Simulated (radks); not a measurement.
Problem. Isoelectronic series with 6 electrons, all held in the configuration [He] 2s2 2p2, which need not be the ground one along the series. All-electron calculation, Dirac Kohn-Sham, PBEsol, spin-unpolarised, spherical densities, finite nucleus; open shells fill j = l - 1/2 first; Fermi nuclear charge, rms radius of each element as measured or else 0.836 A^(1/3) + 0.57 fm. Program: a radial shooting solver on a logarithmic mesh with Libxc functionals. Total energies (hartree) and orbital eigenvalues (hartree) (* marks an orbital that is empty in some or all of the ions):

ion,E (hartree),2p3/2*,2p1/2,2s1/2,1s1/2
C,-37.59378,-0.19209,-0.19241,-0.50142,-9.99684
N+,-53.74600,-0.75640,-0.75728,-1.18693,-14.69908
O2+,-72.91993,-1.58315,-1.58507,-2.13583,-20.42145
F3+,-95.11337,-2.66546,-2.66916,-3.34104,-27.15584
Ne4+,-120.32787,-4.00090,-4.00734,-4.80033,-34.89989
Mg6+,-179.83405,-7.42700,-7.44312,-8.47848,-53.41601
Al7+,-214.13518,-9.51667,-9.54044,-10.69719,-64.18951
P9+,-291.86264,-14.44809,-14.49499,-15.89522,-88.77417
S10+,-335.30258,-17.28969,-17.35303,-18.87545,-102.5889
Cl11+,-381.80339,-20.38184,-20.46560,-22.11060,-117.4214
Ar12+,-431.37341,-23.72456,-23.83333,-25.60132,-133.2741
K13+,-484.02156,-27.31792,-27.45692,-29.34837,-150.1494
Ca14+,-539.75731,-31.16197,-31.33713,-33.35255,-168.0501

Estimate the row of Si8+.

Solution. E (hartree) -251.47588; 2p3/2* -11.85707; 2p1/2 -11.89095; 2s1/2 -13.16930; 1s1/2 -75.97500.
